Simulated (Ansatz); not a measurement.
Al(F)(Me)(OSiH3) (CH6AlFOSi), SMILES [CH3][Al]([F])[O][SiH3]. Atoms are numbered in the order given.

```xyz
11

Al     0.1144     0.4180     0.8617
F     -0.8520    -0.3548     1.9760
C      1.3237     1.8070     1.4392
H      1.8866     2.2420     0.6002
H      2.0468     1.4121     2.1713
H      0.7731     2.6176     1.9434
O     -0.0324    -0.0817    -0.7463
Si    -0.4138    -0.7839    -2.1868
H      0.0951     0.0585    -3.3112
H     -1.8948    -0.9253    -2.3305
H      0.2107    -2.1384    -2.2843
```

Geometry: PBE0-D3(BJ)/def2-SVP. Other conformers were not sampled.

Two levels are set side by side: PBE-D3(BJ)/def2-SVP (Ansatz, a program for electronic structure) and PBE0-D3(BJ)/def2-SVP (Ansatz). Each level has its own optimised geometry; the coordinates shown are those of the second. Differences are taken from unrounded values.

```tsv
quantity	PBE0-D3(BJ)
mean bond length (Å)	1.472
bond Al1–F2 (Å)	1.665
bond Al1–C3 (Å)	1.930
bond Al1–O7 (Å)	1.690
bond O7–Si8 (Å)	1.647
bond C3–H4 (Å)	1.100
bond C3–H5 (Å)	1.102
bond C3–H6 (Å)	1.102
bond Si8–H9 (Å)	1.494
bond Si8–H10 (Å)	1.495
bond Si8–H11 (Å)	1.495
```

### Question
What does PBE-D3(BJ) give, and how far is it from PBE0-D3(BJ)? (The exact figures need the calculation; the answer reports its results.)

### Answer

```tsv
quantity	PBE-D3(BJ)	PBE-D3(BJ) minus PBE0-D3(BJ)
mean bond length (Å)	1.483	0.011
bond Al1–F2 (Å)	1.680	0.014
bond Al1–C3 (Å)	1.941	0.010
bond Al1–O7 (Å)	1.706	0.016
bond O7–Si8 (Å)	1.663	0.016
bond C3–H4 (Å)	1.108	0.008
bond C3–H5 (Å)	1.110	0.008
bond C3–H6 (Å)	1.110	0.008
bond Si8–H9 (Å)	1.505	0.011
bond Si8–H10 (Å)	1.506	0.011
bond Si8–H11 (Å)	1.506	0.011
```

GGA bonds tend to be longer and softer than those of functionals with exact exchange. Differences between two approximate levels are no errors against the true value.
